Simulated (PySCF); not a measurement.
**Static response to an electric field**

C₅H₇NSSi.
Cartesian coordinates in Å at the GFN2-xTB level; atoms count from 1:
```
atom  x, y, z in Å
N1     3.906    0.011   -0.413
C2     2.841   -0.233   -1.045
C3     1.530   -0.297   -0.518
C4     0.458   -0.345    0.036
C5    -0.856   -0.351    0.603
C6    -1.946   -0.859   -0.356
S7    -3.204    0.484   -0.272
Si8   -1.642    1.388    0.892
H9     3.780    0.174    0.586
H10    2.931   -0.412   -2.115
H11   -0.844   -0.941    1.524
H12   -1.595   -0.944   -1.382
H13   -2.400   -1.799   -0.052
H14   -0.955    2.477    0.215
H15   -2.008    1.656    2.275
```

Level: PBE0/def2-SVPD (PySCF), static field, nuclei fixed, core orbitals frozen in the response. The polarisability tensor in these axes (au):

```
x   163.79  -2.88  -8.81
y    -2.88  90.57   8.67
z    -8.81   8.67  93.61
```

Diagonalise the tensor; give its mean and Δα, where Δα² is half the sum of the squared differences of the eigenvalues.

Principal values 83.14, 99.75 and 165.09 au; mean 115.99 au = 17.19 Å³ = 19.12 × 10⁻⁴⁰ C²·m²/J; Δα = 75.04 au (65 % of the mean).

What is the dipole moment, and where does it point?

(-1.76, -0.32, 1.58) D, 2.39 D in size, pointing from the negative to the positive side. Measured along this direction, the outermost atoms are H10 at the negative end and H15 at the positive end.

Form Σ f/ω² (atomic units) for the 8 lowest TDDFT singlets, given as eV and f, and set it beside the mean polarisability, which is this sum over all singlets: 4.55, 0.0057; 4.79, 0.0083; 5.06, 0.0052; 5.20, 0.0137; 5.22, 0.2514; 5.42, 0.0020; 5.62, 0.0267; 5.78, 0.0060.

They add up to 8.62 au, 7.4 % of the 115.99 au; the largest single term is 6.82 au, from the state at 5.22 eV. Terms in order: 0.20, 0.27, 0.15, 0.37, 6.82, 0.05, 0.63, 0.13 au. Higher excitations give the rest. The strengths listed sum to 0.319.

What depolarisation ratio follows for Rayleigh scattering of linearly polarised light, taking the static tensor?

ρ = 3Δα²/(45ᾱ² + 4Δα²) = 16891.1/(605424 + 22521.4) = 0.0269.

Find the Langevin capture rate constant for H3+ (3.023 u) meeting this molecule (141.007 u), k = 2.342 × 10⁻⁹ cm³/s × √(α in Å³ / reduced mass in u).

The reduced mass is 2.96 u, so k = 5.64 × 10⁻⁹ cm³/s. The formula leaves out the permanent dipole, which adds to the capture rate.

Molar refractivity from α?

Lorentz–Lorenz: R = (4π/3)N_A α = 2.5225 cm³/(mol·Å³) × 17.19 Å³ = 43.4 cm³/mol, in the limit of long wavelengths.

In a dilute gas of rigid molecules at 273 K, how does the orientational term μ²/3kT compare with the electronic polarisability?

In Gaussian units μ²/3kT = 50.59 Å³ against 17.19 Å³, a ratio of 2.94; the Debye molar polarisation (4π/3)N_A(α + μ²/3kT) is 171.0 cm³/mol, leaving out the vibrational part.

Geometry: GFN2-xTB; no solvent, vibrations or thermal averaging.
